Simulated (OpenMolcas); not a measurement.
**Ce2+: moving or changing the point charges**

Ce2+ among 6 point charges of -1 e arranged as a trigonal antiprism (D3d), 2.45 Å from the ion, with a polar angle of 55.3° against the regular 54.74°.
```
   0.0000    2.0138    1.3953  -1.00
  -1.7440   -1.0069    1.3953  -1.00
   1.7440   -1.0069    1.3953  -1.00
   0.0000   -2.0138   -1.3953  -1.00
   1.7440    1.0069   -1.3953  -1.00
  -1.7440    1.0069   -1.3953  -1.00
```

```
Program             : OpenMolcas
Method              : SS-CASPT2, IPEA 0.25 Eh, imaginary shift 0.1 Eh (closed shells correlated: 5s 5p)
Basis               : ANO-RCC-VDZP [7s6p4d2f1g]
Scalar Hamiltonian  : DKH2, point nucleus
Active space        : 2 electrons in 7 orbitals (4f)
State averaging     : 2S+1 = 3 even, 21 roots; 2S+1 = 1 even, 27 roots kept (CI in the orbitals of an earlier block)
Spin-orbit coupling : RASSI with atomic mean-field integrals over the reference wave functions
```

Runs around this geometry, states (labels of D3, the rotations of D3d). Energies in cm-1 above the lowest state or level, χT in cm3 K/mol.

```tsv
R (Å)	q (e)	Ground state	First state of that spin	First gap with spin-orbit (degeneracies)	Width of lowest J	χT at 300 K
2.45	-0.5	3A2	3E 25	150 (1, 2)	394	1.571
2.45	-1	3A2	3E 40	170 (1, 2)	569	1.503
2.65	-1	3A2	3E 7	180 (1, 2)	513	1.523
2.89	-1	3E	3A2 7	130 (1, 2)	369	1.583
```

Taking the width of the lowest J multiplet as R^-n, n = -ln(369 / 569) / ln(2.89 / 2.45) = 2.6 between the shortest and longest distance.

Scaling the charges by -0.5 / -1 = 0.50 scales the width of the lowest J multiplet by 394 / 569 = 0.69; with fixed orbitals a first-order splitting would follow the charge.

The ground state changes within this set.

Roots that are degenerate in the reference are averaged as groups; the widest CASPT2 spread within a group is 200 cm-1 (the 3-fold group of multiplicity 1 near 18600 cm-1 above the lowest state of its run, R = 2.65, q = -1). Shifts and gaps below about the spread of the groups concerned are not significant. This is an electrostatic model: the charges have no orbitals. A group larger than the point group allows holds several states that coincide in this model. No measured value stands beside these numbers.
